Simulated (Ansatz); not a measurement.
cis-ZnCl2(NH3)4 (ZnN4Cl2H12), relaxed as a singlet with RKS PBE0-D4/def2-SVP in Ansatz, starting from the GFN2-xTB geometry. Force threshold 0.02 eV/Å.

Another isomer (singlet) lies 0.09 eV lower at PBE0-D4/def2-TZVP; other spin states weren't run for this one.

Start:

```xyz
19

Cl    2.4854   -0.8119   -0.2441
Cl   -0.1595    0.6688   -2.5354
N    -1.8133    0.6344   -0.0325
N     0.3180   -0.5407    1.8130
N     1.1309    2.0142   -0.0077
N    -0.2911   -2.0677   -0.9919
Zn    0.2841   -0.0176   -0.3421
H    -1.8949    0.9127   -1.0085
H    -2.0036    1.4439    0.5433
H    -2.5213   -0.0634    0.1546
H     1.2717   -0.8878    1.7365
H    -0.2652   -1.2907    2.1586
H     0.3118    0.2069    2.4936
H     0.9925    2.4238   -0.9277
H     2.1205    1.7934    0.0654
H     0.9093    2.7163    0.6888
H    -0.9732   -2.7149   -0.6135
H     0.6183   -2.5222   -0.9832
H    -0.5204   -1.8974   -1.9674
```

Estimate the energy that the relaxation releases and the steps that it takes.

0.09 eV, in 6 steps; 28 s on 4 threads of Arm Neoverse V2 on a shared host. No frequencies were taken in this run, so the end may be a saddle point.

Does the start keep its bonding?

By distances, no bond broke or formed. The bond that changes most is Cl2–Zn7, from 2.34 to 2.48 Å (atoms count from 1).

Predict the relaxed structure.


```xyz
19

Cl    2.534   -0.843   -0.168
Cl   -0.238    0.700   -2.572
N    -1.901    0.673   -0.046
N     0.345   -0.576    1.903
N     1.124    1.943   -0.049
N    -0.249   -1.998   -0.994
Zn    0.203   -0.013   -0.241
H    -1.908    0.917   -1.047
H    -2.115    1.510    0.493
H    -2.642   -0.004    0.127
H     1.318   -0.881    1.753
H    -0.191   -1.366    2.258
H     0.339    0.148    2.619
H     0.947    2.266   -1.004
H     2.096    1.627   -0.007
H     0.986    2.713    0.604
H    -0.905   -2.718   -0.699
H     0.705   -2.369   -0.967
H    -0.446   -1.730   -1.962
```
Bond lengths: 4 × N–Zn 2.17 to 2.22 Å; 2 × Cl–Zn 2.48 Å; 12 × H–N 1.02 to 1.03 Å.
